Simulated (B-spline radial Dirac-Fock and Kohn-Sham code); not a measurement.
**As³⁺ 3p3/2: cross section and angular parameters**

System: the As³⁺ ion in the configuration [Ar] 3d10 4s2; threshold 179.7 eV (orbital energy of the model). Level of theory: Dirac-Hartree-Slater photoionisation with a Latter tail; cross sections with all multipoles, angular parameters from the dipole term and its interference with E2; a radial finite-basis atomic code.

For linearly polarised light dσ/dΩ = σ/(4π) [1 + β P₂(cos θ) + (δ + γ cos²θ) sin θ cos φ], with θ from the polarisation vector and φ the angle between the beam and the projection of the electron momentum on the plane normal to the polarisation.

```
hν (eV)  σ (kb)       β       γ      δ
    200     461  -0.006  -0.061  0.087
    238     490   0.682   0.145  0.051
    277     478   1.015   0.190  0.027
    309     454   1.176   0.174  0.016
    315       ?       ?       ?      ?
    340     425   1.283   0.144  0.010
    357     408   1.329   0.126  0.008
    400     364   1.416   0.082  0.004
    423     342   1.450   0.061  0.002
    446     321   1.479   0.043  0.002
    600     213   1.583  -0.020  0.001
    920     100   1.627   0.020  0.004
    960    92.5   1.627   0.031  0.004
   1000    85.3   1.627   0.043  0.005
   1030    80.4   1.626   0.053  0.005
   1150    64.1   1.620   0.093  0.006
 1253.6    53.4   1.612   0.130  0.007
 1486.9    36.6   1.591   0.215  0.010
   1500    35.8   1.590   0.219  0.010
   1590    31.3   1.580   0.251  0.011
   1760    24.7   1.562   0.310  0.014
   1860    21.6   1.550   0.344  0.015
 2984.4    6.47   1.425   0.665  0.032
  15000  0.0478   0.729   1.722  0.251
```

**Question.** Give the values at 315 eV.

**Answer.** σ = 448 kb, β = 1.200, γ = 0.169, δ = 0.015.

Values without a named source are computed, but for edge energies of neutral atoms, which are taken from tables.
